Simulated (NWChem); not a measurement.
Molecule: CdH2S2; SMILES [SH][Cd][SH]

```xyz
5

Cd     0.0000     0.0000    -0.0196
S     -0.0305    -2.3455    -0.0282
H      0.9290    -2.4420     0.9201
S      0.0305     2.3455    -0.0282
H     -0.9290     2.4420     0.9201
```
Atoms are numbered in this order, from 1.

Coordinates come from a PBE0/def2-SVP optimisation. def2 effective core potentials on Cd; no spin-orbit coupling.

Symmetry labels are those of C2 in the frame above (b1 and b2, or b-type labels, depend on it).

### Question
List the 6 lowest vertical singlet excitations from LRC-wPBEh/def2-SVP with def2 effective core potentials on Cd, full TDDFT (NWChem).

### Answer
```csv
state,energy (eV),oscillator strength,symmetry,leading excitation (squared amplitude)
S1,4.90,0.025,b,HOMO → LUMO (0.97)
S2,4.91,0.024,a,HOMO−1 → LUMO (0.97)
S3,5.85,0.017,b,HOMO−1 → LUMO+1 (0.34)
S4,5.88,0.000,b,HOMO → LUMO+2 (0.50)
S5,5.89,0.000,a,HOMO → LUMO+1 (0.56)
S6,6.09,0.003,a,HOMO−1 → LUMO+2 (0.52)
```
